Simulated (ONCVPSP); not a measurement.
Which change was made? (Ar, ONCV)

Ar, optimised norm-conserving Vanderbilt (ONCV), made with ONCVPSP 4.0.1 (PBE, fully relativistic). Core [Ne], reference 3s2 3p6. Waves: 3s: rc 1.05 bohr, ncon 3, nbas 6, qcut 4.9 1/bohr, 2 projectors, debl 1 Ha; 3p: rc 1.45 bohr, ncon 4, nbas 7, qcut 6.2 1/bohr, 3 projectors, debl 1.5 Ha; d scattering state at 0.38 Ha: rc 1.60 bohr, ncon 4, nbas 7, qcut 5.5 1/bohr, 1 projector. Local part: polynomial inside 0.70 bohr (lpopt 5, dvloc0 0 Ha). Core correction: none.

Open shells are filled in proportion to 2j + 1.

Cutoffs, loose and tight: the cutoffs (Ha) at which the residual kinetic energy of the hardest occupied pseudo-wave falls to 1 and 0.1 mHa per electron. They do not see the model core or the augmentation charge, which bear on the density cutoff. Test errors are all-electron minus pseudo excitation energies from the reference, over the configurations 3s2 3p5; 3s2 3p4; 3s2 3p3; 3s1 3p6; variants that change the core or the reference have their own tests.

The base gives: outcome: generated; cutoff, loose: 57 Ha; cutoff, tight: 78 Ha; bound ghosts: none; GHOST(+) flags above zero: s, p3/2; largest test error (meV): +41.

(1) After one change the result is: outcome: generated; cutoff, loose: 73 Ha; cutoff, tight: 118 Ha; bound ghosts: none; GHOST(+) flags above zero: s, p3/2, d5/2, p1/2, d3/2; largest test error (meV): +45. Which change was it?
A. p: rc 2.12
B. functional PBEsol
C. s: qcut 3.6; p: qcut 4.6; d: qcut 4

Answers

(1) C. The others give: p: rc 2.12 → outcome: generated; cutoff, loose: 57 Ha; cutoff, tight: 78 Ha; bound ghosts: none; GHOST(+) flags above zero: s; largest test error (meV): -13 | functional PBEsol → outcome: generated; cutoff, loose: 57 Ha; cutoff, tight: 79 Ha; bound ghosts: none; GHOST(+) flags above zero: s, p3/2, p1/2; largest test error (meV): +56.
